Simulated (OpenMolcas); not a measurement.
**Fe2+: effect of the active space**

```json
{
 "Program": "OpenMolcas",
 "Method": "XMS-CASPT2, IPEA 0.25 Eh, imaginary shift 0.1 Eh",
 "Basis": "ANO-RCC-VTZP",
 "Scalar Hamiltonian": "DKH2, point nucleus",
 "Spin-orbit coupling": "state interaction with AMFI integrals over the reference wave functions, term energies averaged over their components"
}
```

A. 6 electrons in 5 orbitals (3d); 2S+1 = 5 even, 5 roots; 2S+1 = 3 even, 45 roots; 2S+1 = 1 even, 50 roots; closed shells correlated: 3s 3p; CASPT2 step roughly 16 core-seconds
B. 6 electrons in 6 orbitals (3d 4s); 2S+1 = 5 even, 30 roots; 2S+1 = 7 even, 1 root kept (CI in the orbitals of an earlier block); 2S+1 = 3 even, 121 roots kept (CI in the orbitals of an earlier block, 98 in the spin-orbit step); 2S+1 = 1 even, 96 roots kept (CI in the orbitals of an earlier block, 69 in the spin-orbit step); closed shells correlated: 3s 3p; CASPT2 step about 90 core-seconds

Energies in cm-1 above 3d6 5D4, the measured ground level; measured values from Corliss and Sugar, J. Phys. Chem. Ref. Data 11, 135 (1982).

| Level | A | B | Measured |
| --- | --- | --- | --- |
| 3d6 5D4 | 0.0 | 0.0 | 0.0 |
| 3d6 5D3 | 437 | 477 | 436 |
| 3d6 5D2 | 745 | 814 | 739 |
| 3d6 5D1 | 943 | 1030 | 932 |
| 3d6 5D0 | 1041 | 1136 | 1027 |
| 3d6 3P2(1) | 20570 | 22060 | 19405 |
| 3d6 3H6 | 21360 | 22990 | 20051 |
| 3d6 3H5 | 21570 | 23220 | 20301 |
| 3d6 3H4 | 21730 | 23380 | 20482 |
| 3d6 3P1(1) | 21840 | 23470 | 20688 |
| 3d6 3P0(1) | 22380 | 24060 | 21208 |
| 3d6 3F4(1) | 22770 | 24320 | 21462 |
| 3d6 3F3(1) | 22990 | 24570 | 21700 |
| 3d6 3F2(1) | 23150 | 24750 | 21857 |
| 3d6 3G5 | 25980 | 27340 | 24559 |
| 3d6 3G4 | 26350 | 27760 | 24941 |
| 3d6 3G3 | 26540 | 27950 | 25142 |
| 3d6 1I6 | 31990 | 34270 | 30356 |
| 3d6 1G4(1) | 32240 | 34630 | 30886 |
| 3d6 3D1 | 32360 | 33400 | 30726 |
| 3d6 3D2 | 32370 | 33420 | 30716 |
| 3d6 3D3 | 32510 | 33560 | 30858 |
| 3d6 1F3 | 44540 | 46380 | 42897 |
| 3d6 3P0(2) | 51760 | 52050 | 49148 |

Deviations, from unrounded energies. A percentage is the sum of absolute deviations over the sum of measured energies, with the sign that they share, or ± where signs differ.

| Against measurement | Levels | A | B |
| --- | --- | --- | --- |
| mean absolute deviation (cm-1) | 23 | 1200 | 2500 |
| fine structure of the ground term (%) | 4 | +1.0 | +10.3 |
| other terms of the ground configuration (%) | 19 | +5.4 | +11.1 |

A lies closest to measurement on these levels. The largest miss of A in the table is 3d6 3P0(2), by +2600 cm-1. The ranking rests on the paired levels alone, and a cruder setting can come out closer through cancelling errors.

The spin-orbit steps hold different terms of 3d6 (B lacks a 1D, a 1S), which shifts levels as well.

Between A and B the level of the table that moves most is 3d6 1G4(1), by 2400 cm-1 (lowest in A, highest in B). Moves below CASPT2's spread within the term are not significant.

CASPT2 does not keep the components of a term degenerate, so their means are used; among the terms shown or strongly mixed into the levels shown the widest spread is 2300 cm-1 (3d6 1I, B). The CASPT2 spread within a term exceeds the gap to the next term for 3d6 3P(1) and 3d6 3H, 3d6 1I and 3d6 1G(1), 3d6 1G(1) and 3d6 3D, so the order of their levels is uncertain (figures for A; the like holds for B). Some high roots are left out of the spin-orbit mixing, which shifts the levels that they would mix with (holds for B). Terms from blocks run as CI alone lack orbitals of their own (holds for B). Computed and measured levels are paired by configuration, term and J; levels that our copy of the source lacks, or whose pairing is in doubt (as where it misses far off the trend of its configuration), stay unpaired and out of the deviations. Levels of configurations outside the active space are missing. Levels that lie high or do not pair safely by name in every column are left out.

A number in round brackets counts repeated terms of one configuration in the order of the reference energies.
